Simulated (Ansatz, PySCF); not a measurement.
The pair A = HCl (SMILES Cl) (first 2 atoms), B = SiH4 (SMILES [SiH4]); geometry from B3LYP-D3(BJ)/def2-TZVP.
(charge 0, multiplicity 1):
```
atom    x (Å)    y (Å)    z (Å)
----  -------  -------  -------
Cl    -0.0685  -0.3380  -0.3248
H     -0.6754  -1.3223   0.2291
Si     0.0195   0.1567   3.4101
H      0.8354   1.2663   2.8732
H     -1.3615   0.2478   2.8851
H     -0.0157   0.2344   4.8889
H      0.6091  -1.1402   3.0067
```

Cores are frozen in the correlated methods. CBS(a, b) extrapolates the correlation energy as X⁻³ and adds the Hartree–Fock energy of set b.

Programs: Ansatz (Gaussian basis) for Hartree–Fock, density functionals and correlated methods; PySCF for the dispersion terms. Each number belongs to the level named beside it.

The monomers are drawn apart, rigid, along the line of their centres of mass. Counterpoise-corrected interaction energies (kcal/mol):

```tsv
level	R = 5.265 Å	R = 6.773 Å
PBE-D3(BJ)/def2-TZVPPD	-0.2973	-0.0518
wB97M-V/def2-TZVPPD	-0.2235	-0.0447
CCSD(T)/CBS(aug-cc-pV(D+d)Z, aug-cc-pV(T+d)Z)	-0.2202	-0.0442
```

### Question
R is the distance of the centres of mass. Find the local exponent m of E ∝ R⁻ᵐ between the two points.

### Answer

m = ln(E₁/E₂)/ln(R₂/R₁): PBE-D3(BJ)/def2-TZVPPD 6.9; wB97M-V/def2-TZVPPD 6.4; CCSD(T)/CBS(aug-cc-pV(D+d)Z, aug-cc-pV(T+d)Z) 6.4. For scale, two fixed dipoles give m = 3, dipole and quadrupole 4, quadrupoles 5, and dispersion or dipole-induced dipole 6 at long range; at these distances several terms mix, and what is left of overlap and damping shifts m, so it need not match one of them.

Ansatz is an electronic-structure program.
